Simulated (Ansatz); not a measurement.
Q: Name a neutral molecule of Al, C, O and H with HOMO energy (PBE/def2-TZVPP) between -5.55 and -5.25 eV and ideal-gas entropy at 298 K and 1 bar (rigid rotor, harmonic PBE0-D4/def2-TZVP) between 283 and 299 J/(mol·K) (Ansatz, PBE0-D4/def2-TZVP geometry).

A: `C=[C]1[O][AlH]1` (-5.30 eV, 287 J/(mol·K)); `[CH2]1O[CH2][AlH]1` (-5.54 eV, 295 J/(mol·K)). Other molecules can fit too; these were computed, each in one conformer that needn't be the lowest.
